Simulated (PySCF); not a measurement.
A structure optimised at PBE-D3(BJ)/def2-TZVP, used in a PySCF frequency run:

```
C
F 1 1.3385
F 1 1.3385 2 111.31
H 1 1.0994 2 113.88 3 130.39
```
Charge 0, spin multiplicity 2.

**Question.** Write its SMILES, formula and point group.

**Answer.** F[CH]F, CHF₂, Cs

**Question.** What are its rotational constants (standard atomic weights)?

**Answer.** 66.338, 10.792, 9.4269 GHz
